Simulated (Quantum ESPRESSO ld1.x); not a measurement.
Values are calculated unless marked as measured or tabulated.
Problem. Xe4+, 50 electrons, occupied as [Kr] 4d10 5s2 5p1.75 6s0.25 (fractional occupations, a model configuration). Code: ld1.x of Quantum ESPRESSO 7.5. Model: scalar-relativistic Kohn-Sham, LDA (Slater exchange, Perdew-Zunger correlation), spin-polarised, spherical densities, point nucleus; open shells are filled with parallel spins first. Some entries of the table are withheld. Estimate them.

orbital,occ.,eigenvalue (Ry),<r^2> (bohr^2)
1s up,1,-2527.2894,0.0009652
1s down,1,-2527.2814,0.0009652
2s up,1,-396.4442,0.01552
2s down,1,-396.4397,0.01552
2p up,3,-356.2939,0.01229
2p down,3,-356.2874,0.01229
3s up,1,-83.9088,0.1076
3s down,1,-83.9017,0.1076
3p up,3,-70.9395,0.1077
3p down,3,-70.9318,0.1077
3d up,5,-51.6524,0.09338
3d down,5,-51.6452,0.09337
4s up,1,-18.0305,0.5794
4s down,1,-18.0154,0.5789
4p up,3,-13.9114,0.6645
4p down,3,-13.8945,0.6633
4d up,5,-7.8984,0.8840
4d down,5,-7.8732,0.8774
5s up,1,-4.6879,3.233
5s down,1,-4.5756,3.218
5p up,1.75,-3.6543,(1)
5p down,0,-3.5359,(2)
5d up,0,-2.2822,7.016
5d down,0,-2.1749,7.225
6s up,0.25,-1.9709,13.14
6s down,0,-1.9043,13.53
6p up,0,-1.6280,16.79
6p down,0,-1.5727,17.43

Solution. 
(1) 5p up <r^2> (bohr^2): 4.150
(2) 5p down <r^2> (bohr^2): 4.161
